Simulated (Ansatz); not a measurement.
Basis sets compared for BeMe(NH2) (CH₅BeN). Charge 0, multiplicity 1. Geometry r2SCAN-D4/def2-TZVP. Ansatz on 4 threads of AMD EPYC 9R45 on a shared host; times are rough, and most runs start from earlier orbitals.

```
atom   x (Å)   y (Å)   z (Å)
 Be1  -0.152  -0.144  -0.196
  C2   0.780   0.700   0.929
  H3   1.668   1.160   0.486
  H4   1.128   0.052   1.740
  H5   0.209   1.505   1.404
  N6  -0.994  -0.897  -1.195
  H7  -0.848  -1.853  -1.480
  H8  -1.790  -0.524  -1.687
```

B3LYP takes the VWN-RPA correlation.

Binding counts from free atoms (Be singlet, C triplet, H doublet, N quartet) in the same basis, without a counterpoise term.

| level | functions | energy (Eh) | HOMO (eV) | LUMO (eV) | binding per atom (eV) | wall time |
| --- | --- | --- | --- | --- | --- | --- |
| PBE-D4/def2-SVP | 62 | -110.4037 | -5.64 | -0.10 | 3.68 | 0.2 s |
| PBE-D4/def2-TZVP | 111 | -110.5325 | -5.75 | -0.59 | 3.67 | 0.3 s |
| r2SCAN-D4/def2-TZVP (with forces) | 111 | -110.6240 | -6.01 | 0.06 | 3.61 | 0.55 s |
| B3LYP-D4/6-31G | 37 | -110.6467 | -6.53 | 0.93 | 3.57 | 0.15 s |
| B3LYP-D4/def2-TZVP | 111 | -110.7159 | -6.90 | -0.29 | 3.64 | 0.3 s |
| PBE0-D4/def2-SVP | 62 | -110.4248 | -7.07 | 0.62 | 3.62 | 0.2 s |
| PBE0-D4/def2-TZVP | 111 | -110.5510 | -7.14 | -0.01 | 3.61 | 0.4 s |

**Question.** Estimate the rows for PBE-D4/def2-TZVPD, r2SCAN-D4/def2-TZVPD, PBE0-D4/def2-TZVPD.

**Answer.** 
```tsv
level	functions	energy (Eh)	HOMO (eV)	LUMO (eV)	binding per atom (eV)	wall time
PBE-D4/def2-TZVPD	141	-110.5363	-5.85	-0.71	3.68	0.4 s
r2SCAN-D4/def2-TZVPD	141	-110.6269	-6.08	-0.07	3.62	0.55 s
PBE0-D4/def2-TZVPD	141	-110.5543	-7.22	-0.12	3.62	0.4 s
```
